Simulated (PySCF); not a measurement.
## Electric field gradients and quadrupole coupling constants

Compound: C4H12N2Si.
SMILES with atom numbers: `[CH3:1][NH:2][N:3]([SiH3:4])[CH:5]1[CH2:6][CH2:7]1` (hydrogens: H8, H9, H10 on C1; H11 on N2; H12, H13, H14 on Si4; H15 on C5; H16, H17 on C6; H18, H19 on C7)

Cartesian coordinates in Å at the GFN2-xTB level; atoms count from 1:
```
atom  x, y, z in Å
C1    -1.7753   -1.2173   -0.6024
N2    -1.2888    0.0169   -1.1946
N3    -0.2276    0.6309   -0.4915
Si4   -0.7076    1.8611    0.6188
C5     0.9910   -0.1033   -0.4641
C6     2.0989    0.2418    0.4763
C7     1.3420   -1.0396    0.6639
H8    -2.1101   -0.9952    0.4101
H9    -2.6270   -1.5561   -1.1901
H10   -1.0283   -2.0206   -0.5606
H11   -0.9811   -0.1583   -2.1518
H12    0.3220    2.9035    0.5923
H13   -1.9933    2.3064    0.1062
H14   -0.8472    1.4079    2.0174
H15    1.2862   -0.4256   -1.4637
H16    3.1109    0.1945    0.1021
H17    1.9350    1.0293    1.1930
H18    0.6599   -1.0923    1.4985
H19    1.8305   -1.9747    0.4327
```

Field gradients from the PBE0/pcSseg-1 density (PySCF, non-relativistic), principal values in atomic units, ordered |Vxx| ≤ |Vyy| ≤ |Vzz|:

```json
{"atom": "N2", "Vxx": "0.4248", "Vyy": "1.0486", "Vzz": "-1.4734"}
{"atom": "N3", "Vxx": "0.3112", "Vyy": "1.0484", "Vzz": "-1.3596"}
```

**Question.** Find the asymmetry η = (Vxx − Vyy)/Vzz and the couplings χ = eQV/h (234.96 MHz × Q in barn × V in au), with Q(14N) = 0.02044 b.

**Answer.** 
```tsv
atom	environment	nucleus	η	χzz (MHz)	χxx (MHz)	χyy (MHz)
N2	hydrazine nitrogen	14N	0.42	-7.08	2.04	5.04
N3	hydrazine nitrogen	14N	0.54	-6.53	1.49	5.04
```

**Question.** What is Vzz at N3 in SI units (1 au = 9.71736 × 10²¹ V/m²)?

**Answer.** -1.3596 au = -13.212 × 10²¹ V/m².

**Question.** What couplings would deuterons (Q(2H) = 0.00286 b) have in place of the hydrogens, at this geometry?

**Answer.** 
| atom | bonded to | bond length (Å) | Vzz (au) | η | χzz (kHz) |
| --- | --- | --- | --- | --- | --- |
| H8 | C1 | 1.089 | 0.3075 | 0.06 | 207 |
| H9 | C1 | 1.089 | 0.3098 | 0.05 | 208 |
| H10 | C1 | 1.098 | 0.2912 | 0.05 | 196 |
| H11 | N2 | 1.021 | 0.3755 | 0.20 | 252 |
| H12 | Si4 | 1.465 | 0.1606 | 0.03 | 108 |
| H13 | Si4 | 1.454 | 0.1699 | 0.00 | 114 |
| H14 | Si4 | 1.477 | 0.1520 | 0.03 | 102 |
| H15 | C5 | 1.091 | 0.3052 | 0.12 | 205 |
| H16 | C6 | 1.080 | 0.3310 | 0.07 | 222 |
| H17 | C6 | 1.077 | 0.3346 | 0.09 | 225 |
| H18 | C7 | 1.079 | 0.3323 | 0.08 | 223 |
| H19 | C7 | 1.080 | 0.3325 | 0.07 | 223 |

One conformer (not necessarily the lowest) at the GFN2-xTB geometry, without solvent, vibrations or thermal averaging. GFN2-xTB bond lengths can be off by several hundredths of an ångström, more for odd bonds, and the gradients follow them. With a basis this small, the couplings can be 20 % off.

These values come from a run that also computed NMR shieldings. On Arm Neoverse N1, one thread, shared host with 64 logical CPUs at a one-minute load of 22, this took 42 s and 0.85 GiB of memory at its peak.
